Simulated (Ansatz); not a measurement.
Rb3H2⁺, relaxed as a singlet with RKS r2SCAN-D4/def2-TZVP in Ansatz, starting from the GFN1-xTB geometry. Force threshold 0.02 eV/Å.

In the def2 sets Rb takes a core potential; there is no spin–orbit coupling. The structure comes from a short search, and lower isomers may exist.

Start:

```
atom   x (Å)   y (Å)   z (Å)
 Rb1   2.786   3.477  -0.542
 Rb2  -1.083   0.448  -0.588
 Rb3  -1.396  -4.063   1.304
  H4  -1.172  -1.821   0.348
  H5   0.865   1.958  -0.522
```

(1) Estimate the energy that the relaxation releases and the steps that it takes.

(2) Does the start keep its bonding and symmetry?

(3) Predict the relaxed structure.

## Answers

(1) 0.11 eV, in 11 steps; 16 s on 4 threads of Arm Neoverse V2 on a shared host. The force fell under the threshold at step 8, but the optimiser went on. No frequencies were taken in this run, so the end may be a saddle point.

(2) By distances, no bond broke or formed. The bond that changes most is Rb2–H4, from 2.46 to 2.67 Å (atoms count from 1). Point group C2 at the start, C2v at the end, both within 0.05 Å.

(3) 
```
atom    x (Å)    y (Å)    z (Å)
 Rb1   2.7056   4.2506  -0.9049
 Rb2  -0.4477   0.1861  -0.2507
 Rb3  -2.1230  -4.4970   1.2171
  H4  -1.3063  -2.2276   0.5085
  H5   1.1714   2.2879  -0.5700
```
Bond lengths (bridged metal pairs left out): 4 × H–Rb 2.51 to 2.67 Å.
